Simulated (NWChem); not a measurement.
System: C2H6N anion

The following NWChem deck was run.

```
start job
memory heap 200 mb stack 700 mb global 900 mb
charge -1
geometry units angstroms noautosym nocenter noautoz
  C      0.215644    -1.227343     0.039429
  C     -0.494794     0.163054    -0.018659
  N      0.334376     1.304998     0.100254
  H     -0.506453    -2.075136    -0.003965
  H      0.806844    -1.300179     0.967963
  H      0.916156    -1.325181    -0.808193
  H     -1.145141     0.104636    -0.951910
  H     -1.231217     0.154921     0.820481
  H      0.848725     1.422188    -0.780399
end
basis spherical
  * library 6-31g*
end
dft
  xc hfexch
  iterations 150
  mulliken
end
task dft energy
esp
  recalculate
  probe 0.07
  range 0.3
  factor 1.0
  spacing 0.02
end
task esp
```

Parts of the log:

```
             Northwest Computational Chemistry Package (NWChem) 7.3.0
             --------------------------------------------------------

                             Geometry "geometry" -> ""
                             -------------------------

 Output coordinates in angstroms (scale by  1.889725989 to convert to a.u.)

  No.       Tag          Charge          X              Y              Z
 ---- ---------------- ---------- -------------- -------------- --------------
    1 C                    6.0000     0.21564400    -1.22734300     0.03942900
    2 C                    6.0000    -0.49479400     0.16305400    -0.01865900
    3 N                    7.0000     0.33437600     1.30499800     0.10025400
    4 H                    1.0000    -0.50645300    -2.07513600    -0.00396500
    5 H                    1.0000     0.80684400    -1.30017900     0.96796300
    6 H                    1.0000     0.91615600    -1.32518100    -0.80819300
    7 H                    1.0000    -1.14514100     0.10463600    -0.95191000
    8 H                    1.0000    -1.23121700     0.15492100     0.82048100
    9 H                    1.0000     0.84872500     1.42218800    -0.78039900

 Effective nuclear repulsion energy (a.u.)      74.9290468847

  xc_inp: hfexch multiplicative factor not found.

                                 NWChem DFT Module
                                 -----------------

 Summary of "ao basis" -> "ao basis" (spherical)
 ------------------------------------------------------------------------------
       Tag                 Description            Shells   Functions and Types
 ---------------- ------------------------------  ------  ---------------------
 C                           6-31g*                  6       14   3s2p1d
 N                           6-31g*                  6       14   3s2p1d
 H                           6-31g*                  2        2   2s

            General Information
            -------------------
          SCF calculation type: DFT
          Wavefunction type:  closed shell.
          No. of atoms     :     9
          No. of electrons :    26
           Alpha electrons :    13
            Beta electrons :    13
          Charge           :    -1
          Spin multiplicity:     1
          Use of symmetry is: off; symmetry adaption is: off
          Maximum number of iterations: 150
          AO basis - number of functions:    54
                     number of shells:    30
          Convergence on energy requested:  1.00D-06
          Convergence on density requested:  1.00D-05
          Convergence on gradient requested:  5.00D-04

              XC Information
              --------------
                     Hartree-Fock (Exact) Exchange  1.000

      Superposition of Atomic Density Guess
      -------------------------------------

 Sum of atomic energies:        -132.60364178

 Renormalizing density from      25.00 to     26

      Non-variational initial energy
      ------------------------------

 Total energy =    -137.643245
 1-e energy   =    -338.820290
 2-e energy   =     126.247998
 HOMO         =       0.118669
 LUMO         =       0.404087

     ---------------------------------------------
      Total Density - Mulliken Population Analysis
     ---------------------------------------------

    Atom       Charge   Shell Charges
 -----------   ------   -------------------------------------------------------
    1 C    6     6.31   2.00  0.66  1.69  0.67  1.26  0.03
    2 C    6     5.75   2.00  0.63  1.55  0.57  0.95  0.05
    3 N    7     8.22   2.00  0.79  2.34  0.95  2.13  0.02
    4 H    1     0.98   0.48  0.49
    5 H    1     0.94   0.48  0.46
    6 H    1     0.94   0.48  0.46
    7 H    1     1.06   0.50  0.56
    8 H    1     1.02   0.50  0.52
    9 H    1     0.79   0.46  0.32

[...]

                     NWChem Electrostatic Potential Fit Module
                     -----------------------------------------

 Atom parameters

 Number of atoms is                                    9
 Number of basis functions is                         54

 Grid parameters

 Maximum number of grid points is                  35849
 Number of grid points is                          35848
 Grid range                                     0.300000 nm
 Grid spacing                                   0.020000 nm
 Probe radius                                   0.070000 nm
 Atom radius factor                             1.000000

 Atomic radii

    1    0.100000
    6    0.147000
    7    0.140000
 FASTESP  F
  using M.O. file = ./job.movecs

    Atom              Coordinates                           Charge

                                                  ESP

    1 C     0.021564   -0.122734    0.003943   -0.118766
    2 C    -0.049479    0.016305   -0.001866    0.902409
    3 N     0.033438    0.130500    0.010025   -1.355494
    4 H    -0.050645   -0.207514   -0.000397   -0.100022
    5 H     0.080684   -0.130018    0.096796   -0.030704
    6 H     0.091616   -0.132518   -0.080819   -0.035422
    7 H    -0.114514    0.010464   -0.095191   -0.295532
    8 H    -0.123122    0.015492    0.082048   -0.202871
    9 H     0.084873    0.142219   -0.078040    0.236401
                                            ------------
                                               -1.000000

 Dipole moment                                  0.952465

 Quadrupole moment Qxx                          3.655871
                   Qyy                         -9.723525
                   Qzz                          6.067654

 RMS deviation kJ/mol                           0.081379

 RRMS %                                         3.656792
```

Level: Hartree-Fock/6-31G* (spherical d). Sets without diffuse functions describe the anion's extra electron poorly. All runs use the structure optimised with B3LYP/def2-SVPD.
